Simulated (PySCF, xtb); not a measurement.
Te(H)(tBu) (C₄H₁₀Te), SMILES CC(C)(C)[TeH].

GFN2-xTB (xtb) at its own geometry gives an orbital gap of 4.08 eV and a dipole moment of 1.34 D.

Geometry optimised at PBE-D3(BJ)/def2-SVP. The def2 effective core potentials stand for the cores of Te; spin–orbit coupling is left out.

What does r2SCAN/def2-TZVP (PySCF) give? (The exact figures need the calculation; the answer reports its results.)

gap 3.72 eV (levels -5.17 and -1.45 eV), dipole 1.69 D.
